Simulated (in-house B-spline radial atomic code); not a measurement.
A calculation on Ho⁵⁺ (an excited or competing configuration): its settings, and results tabulated from the run. All numbers are computed (scalar-relativistic (X2C) BHandHLYP, spin-polarised, spherical fractional occupations, exact exchange averaged over the configuration; Fermi nucleus of rms radius 5.2022 fm) with an all-electron radial atomic-structure program (B-spline basis), not measured.

Command:
```bash
python run_scf.py task.json out
```
Settings (nuclear radius in fm, mass in u):
```
Z                67
configuration    [Kr] 4d9 4f9 5s2 5p5 6s1
hamiltonian      x2c
method           bhandhlyp
spin_polarised   True
nucleus          fermi
rms_radius       5.2022
atomic_mass      164.93033
speed_of_light   137.035999084
exact_exchange   averaged over the configuration
```

Output (hartree, bohr):
```
 radial grid: 70 intervals, B-splines of order 8, outer radius 33.6842 bohr

 iter        energy (Eh)    residual
    1      -12543.400154    1.01e+00
    2      -12572.263033    1.48e+00
    3      -12601.276044    3.28e-01
    4      -12602.876715    1.03e-01
    5      -12603.010246    1.97e-02
    6      -12603.017607    1.38e-02
    7      -12603.020372    8.11e-04
    8      -12603.020376    2.70e-04
    9      -12603.020378    8.21e-06
   10      -12603.020378    1.21e-06
   11      -12603.020378    6.12e-08

 total energy                    -12603.02038
 kinetic                           13875.0211
 electron-nucleus                 -30950.9322
 Hartree                            4742.9886
 exact exchange                     -132.4058
 exchange-correlation               -137.6921

 orbital      occ     eigenvalue          <r>       <r^2>       <1/r>       r_max
 1s up      1.000     -2047.4214    0.0199935 0.000555356     82.1002     0.01223
 1s down    1.000     -2047.4125    0.0199934 0.000555353     82.1003     0.01223
 2s up      1.000      -347.6736    0.0873417  0.00907566     19.0256     0.07444
 2s down    1.000      -347.6309    0.0873364  0.00907447     19.0268     0.07443
 2p up      3.000      -308.9566    0.0776046  0.00737036     16.5501     0.06012
 2p down    3.000      -308.9153    0.0775984  0.00736905     16.5512     0.06011
 3s up      1.000       -81.3458     0.229154   0.0601602     6.84857      0.2112
 3s down    1.000       -81.1985     0.228907    0.060019     6.85638      0.2111
 3p up      3.000       -69.3481     0.228114   0.0604318     6.17341      0.2074
 3p down    3.000       -69.1883     0.227782   0.0602395     6.18168      0.2073
 3d up      5.000       -53.7913     0.207885   0.0507613     5.78471      0.1695
 3d down    5.000       -53.6209     0.207568    0.050583     5.79121      0.1694
 4s up      1.000       -19.3229     0.516238    0.300761     2.84011      0.4833
 4s down    1.000       -18.9182     0.516563    0.301118     2.83544      0.4831
 4p up      3.000       -15.2890     0.545099    0.337803     2.55652      0.5038
 4p down    3.000       -14.8544     0.546161    0.339157     2.54833      0.5038
 4d up      5.000        -9.7210     0.586956    0.398651     2.25577      0.5207
 4d down    4.000        -9.2863     0.588736    0.401242     2.24795      0.5209
 4f up      7.000        -3.5595     0.689787    0.582538     1.80358      0.5073
 4f down    2.000        -3.2555     0.706373    0.616173     1.77603        0.51
 5s up      1.000        -4.7910      1.18261     1.56246     1.14143       1.089
 5s down    1.000        -4.5805      1.19908     1.60674     1.12122       1.099
 5p up      3.000        -3.6251      1.32949     1.98295    0.989698       1.206
 5p down    2.000        -3.4884      1.34868     2.04023    0.972551        1.22
 6s up      1.000        -1.7894      2.52073     7.03117    0.515725       2.403

 Slater integrals (Eh)
   F0(4d up,4d up)               1.533434
   F2(4d up,4d up)               0.780564
   F4(4d up,4d up)               0.523297
   F0(4d up,4d down)             1.531209
   F2(4d up,4d down)             0.779401
   F4(4d up,4d down)             0.522376
   F0(4d up,4f up)               1.417522
   F2(4d up,4f up)               0.694109
   F4(4d up,4f up)               0.446634
   G1(4d up,4f up)               0.812177
   G3(4d up,4f up)               0.516423
   G5(4d up,4f up)               0.366951
   F0(4d up,4f down)             1.401177
   F2(4d up,4f down)             0.682164
   F4(4d up,4f down)             0.437934
   F0(4d up,5p up)               0.838509
   F2(4d up,5p up)               0.246924
   G1(4d up,5p up)               0.068822
   G3(4d up,5p up)               0.067986
   F0(4d up,5p down)             0.827791
   F2(4d up,5p down)             0.240165
   F0(4d down,4d down)           1.528994
   F2(4d down,4d down)           0.778248
   F4(4d down,4d down)           0.521465
   (list cut)
```

Time taken, with all properties: 0.78 s on 1 thread of Arm Neoverse N1, with other jobs on the host.

One-electron X2C: radii and densities carry no picture-change correction, so inner-shell <1/r> comes out high (for 1s by about 2 % at Z = 33, 5 % at 54, 10 % at 75, 30 % at 118) and <r> low.
